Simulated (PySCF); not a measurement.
**Correlation energy of Bi³⁺ (bismuth, charge +3)**

[Xe] 4f14 5d10 6s2, closed-shell 1S. Calculation: PySCF 2.14, in x2c-TZVPPall; the spin-free X2C one-electron Hamiltonian (Gaussian nucleus). Frozen: [Xe] 4f14 5d10; 2 electrons correlated.

With two correlated electrons CCSD is exact within the correlated space (frozen core and kept virtual orbitals).

| level | correlation energy (mhartree) |
| --- | --- |
| CCSD | -27.29 |

Diagnostics: T1 = 0.0013, D1 = 0.0018, largest double amplitude 0.075.

Cost of the coupled-cluster step: roughly 0.7 core-seconds, for 2 correlated electrons.

Iterations:

```
CC2 = 0
CCSD nocc = 1, nmo = 44
frozen orbitals [0, 1, 2, 3, 4, 5, 6, 7, 8, 9, 10, 11, 12, 13, 14, 15, 16, 17, 18, 19, 20, 21, 22, 23, 24, 25, 26, 27, 28, 29, 30, 31, 32, 33, 34, 35, 36, 37, 38]
max_cycle = 100
direct = 0
conv_tol = 1e-08
conv_tol_normt = 1e-06
diis_space = 8
diis_start_cycle = 0
Init t2, MP2 energy = -21527.488296546  E_corr(MP2) -0.0208069813571474
Init E_corr(CCSD) = -0.0208069813586209
cycle = 1  E_corr(CCSD) = -0.0252281942648388  dE = -0.00442121291  norm(t1,t2) = 0.0280035
cycle = 2  E_corr(CCSD) = -0.0265734820269358  dE = -0.00134528776  norm(t1,t2) = 0.00989142
cycle = 3  E_corr(CCSD) = -0.0272994911593905  dE = -0.000726009132  norm(t1,t2) = 0.00362008
cycle = 4  E_corr(CCSD) = -0.0272940628946759  dE = 5.42826471e-06  norm(t1,t2) = 6.99579e-05
cycle = 5  E_corr(CCSD) = -0.0272940326980445  dE = 3.01966314e-08  norm(t1,t2) = 5.99454e-06
cycle = 6  E_corr(CCSD) = -0.0272939162224902  dE = 1.16475554e-07  norm(t1,t2) = 5.41048e-07
cycle = 7  E_corr(CCSD) = -0.027293925791133  dE = -9.56864278e-09  norm(t1,t2) = 7.95772e-08
CCSD converged
E(CCSD) = -21527.4947834904  E_corr = -0.02729392579113301
```
